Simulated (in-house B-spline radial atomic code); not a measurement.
A radial electron density 4πr²n(r) was computed for an atom or ion in its tabulated ground configuration with a B-spline radial code for spherical atoms; method: non-relativistic CAM-B3LYP, spin-polarised, spherical fractional occupations, exact exchange averaged over the configuration. Columns: r (bohr), 4πr²n(r) (electrons per bohr), bar.

```
 0.00153    2.094 #
 0.00191    3.145 ##
 0.00238    4.663 ###
 0.00296    6.814 ####
 0.00369    9.859 #####
  0.0046    14.02 ########
 0.00573    19.47 ###########
 0.00715     26.4 ###############
 0.00891    34.54 ###################
  0.0111    43.37 ########################
  0.0138    51.72 #############################
  0.0172    58.25 ################################
  0.0215    61.32 ##################################
  0.0268     60.2 ##################################
  0.0334    56.37 ###############################
  0.0416    53.52 ##############################
  0.0519    55.97 ###############################
  0.0646     64.9 ####################################
  0.0806    75.55 ##########################################
     0.1     78.9 ############################################
   0.125    70.77 #######################################
   0.156    58.72 #################################
   0.194    55.79 ###############################
   0.242    62.55 ###################################
   0.302    63.32 ###################################
   0.376     47.8 ###########################
   0.469    27.34 ###############
   0.585    18.92 ###########
   0.729    21.15 ############
   0.908    21.31 ############
    1.13    15.49 #########
    1.41    8.534 #####
    1.76    4.204 ##
    2.19    2.288 #
    2.73    1.403 #
     3.4    0.836 
    4.24   0.4204 
    5.29   0.1664 
    6.59  0.04997 
    8.21  0.01076 
    10.2  0.00157 
    12.8 0.0001183
```

(1) Which atom or ion is it?
A. Ag
B. Sn
C. Te+
D. In

## Answers

(1) D. The area under the curve, ∫4πr²n dr = ∫r·4πr²n d(ln r) on this logarithmic grid, is 49 electrons, which only this option has. The configuration is [Kr] 4d10 5s2 5p1.
